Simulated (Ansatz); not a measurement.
Program: Ansatz. Geometries: PBE0-D4/def2-TZVP. ΔE: electronic, gas phase. CBS: MP2 limit from def2 TZ/QZ plus the TZ coupled-cluster correction, frozen cores. This one scheme is used for every species. Functionals use def2-TZVPP. One conformer a species, not always the lowest.

`FC#C[SiH3]` + `OB(F)[SiH3]` → `OB(F)[SiH2][SiH3]` + `C#CF`  (formal exchange of groups at the Si–C bond)

```
             level  ΔE (kcal/mol)
            PBE-D4            5.3
           ωB97X-V            7.6
SCS-MP2/def2-TZVPP           10.6
CCSD(T)/def2-TZVPP            8.2
     HF/def2-QZVPP           11.4
    MP2/def2-QZVPP            9.9
SCS-MP2/def2-QZVPP           10.5
     MP2/CBS(def2)            9.8
```

(1) What does CCSD(T)/CBS give? (An estimate is asked.)

Largest T1 diagnostic among the species: 0.014.

Answers

(1) Computed: +8.1 kcal/mol. The listed levels differ from it by -2.8, -0.5, 2.5, 0.1, 3.3, 1.8, 2.4, 1.7 kcal/mol.

In def2-TZVPP, CCSD(T) changes the Hartree–Fock value by −2.9 kcal/mol (the triples alone add −0.2 kcal/mol) and MP2 by −1.2 kcal/mol. The D4 term adds −0.9 kcal/mol with B3LYP and −0.5 kcal/mol with PBE0; it sums over pairs of atoms, weighted by their polarisabilities, and B3LYP, whose exchange is more repulsive, gets the larger term.

B3LYP here is the variant with VWN-RPA as its local correlation; programs differ in this.
